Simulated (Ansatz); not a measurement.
Start from `F[SiH]([SiH3])O[SiH3]` and change one atom or group to get `F[SiH](F)[SiH3]`.

Ansatz, PBE0-D4/def2-TZVP geometries, multiplicity 1. Each molecule was computed in one conformer, which needn't be the lowest.

```
                                      property  `F[SiH]([SiH3])O[SiH3]`
         HOMO–LUMO gap (B3LYP/def2-TZVPP) / eV                     7.30
            HOMO energy (PBE0/def2-TZVPP) / eV                    -8.12
zero-point energy (PBE0-D4/def2-TZVP) / kJ/mol                    175.5
           HOMO–LUMO gap (PBE/def2-TZVPP) / eV                     5.59
            LUMO energy (PBE0/def2-TZVPP) / eV                    -0.45
size of the dipole moment (PBE/def2-TZVPP) / D                     1.15
```

Question: Give the same properties after the change, and the shifts. (Estimate.)

Answer: Computed: 
```tsv
property	`F[SiH](F)[SiH3]`	shift
HOMO–LUMO gap (B3LYP/def2-TZVPP) / eV	7.80	0.50
HOMO energy (PBE0/def2-TZVPP) / eV	-8.59	-0.47
zero-point energy (PBE0-D4/def2-TZVP) / kJ/mol	103.6	-71.9
HOMO–LUMO gap (PBE/def2-TZVPP) / eV	6.05	0.46
LUMO energy (PBE0/def2-TZVPP) / eV	-0.43	0.02
size of the dipole moment (PBE/def2-TZVPP) / D	1.53	0.38
```

The zero-point energy changes by -71.9 kJ/mol with -12 modes. Dipoles are sizes alone; their direction can turn.

B3LYP here is the variant with VWN-RPA as its local correlation; programs differ in this.
